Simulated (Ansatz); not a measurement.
Abridged output of a molecular run in Ansatz:

```
Functional definition: HF
1213 factors; integrals over basis functions are off by at most 1.1e-3 eV
mean field evaluation 1: about -54329.9626 eV, gradient 2.7e1 eV
mean field evaluation 2: about -54329.9656 eV, gradient 2.7e1 eV
mean field evaluation 4: about -54332.2641 eV, gradient 2.4e0 eV
mean field evaluation 8: about -54332.2898 eV, gradient 5.6e-5 eV
mean field -54332.28984133 eV, -1996.6748239201 hartree, gradient 2.3e-6 eV, S^2 0.000000; 0 other end points of the search recorded, 0 dependent functions left out
26 core orbitals not correlated: weight in the atoms' cores, before any rotation towards them, 1.000 or more for the frozen orbitals, at most 0.000 for the correlated occupied ones
reference -54332.28984133 eV, -1996.6748239201 hartree; 19, 19 occupied and 84, 84 virtual orbitals, 1213 factors
second order -19.80960885 eV of doubles, -0.00000000 eV of singles
cycle   1  -21.22706311 eV  change    -1.4e0 eV  update   9.1e-2
cycle   2  -21.71828643 eV  change   -4.9e-1 eV  update   2.6e-2
cycle   3  -21.78477009 eV  change   -6.6e-2 eV  update   9.7e-3
cycle   4  -21.78244589 eV  change    2.3e-3 eV  update   2.2e-3
cycle   5  -21.78160744 eV  change    8.4e-4 eV  update   6.2e-4
cycle   6  -21.78142648 eV  change    1.8e-4 eV  update   1.8e-4
cycle   7  -21.78140955 eV  change    1.7e-5 eV  update   5.6e-5
cycle   8  -21.78142183 eV  change   -1.2e-5 eV  update   1.9e-5
perturbative correction -0.53721417 eV, -0.0197422566 hartree
Total energy: -54354.60847733 eV, -1997.4950186649 hartree
```

Its atoms:

Cartesian coordinates in Å:
```
Cl -1.092 -0.577 -3.086
Si -0.902 -0.776 -1.046
C 0.502 0.304 -0.453
Si 0.497 0.623 1.368
Cl 2.244 1.514 1.948
Cl 0.295 -1.154 2.369
H -2.184 -0.350 -0.436
H -0.636 -2.200 -0.753
H 1.452 -0.157 -0.739
H 0.441 1.275 -0.958
H -0.616 1.498 1.785
```

(1) Which basis set was used?
A. def2-TZVPPD
B. def2-SVPD
C. def2-SVP
D. def2-TZVPP

(2) Write the keys of the input that set method, charge and spin (a neutral closed shell needs none for the last two).

## Answers

(1) C. It gives 129 functions.

(2) 
```yaml
correlation: {method: ccsd_t}
```
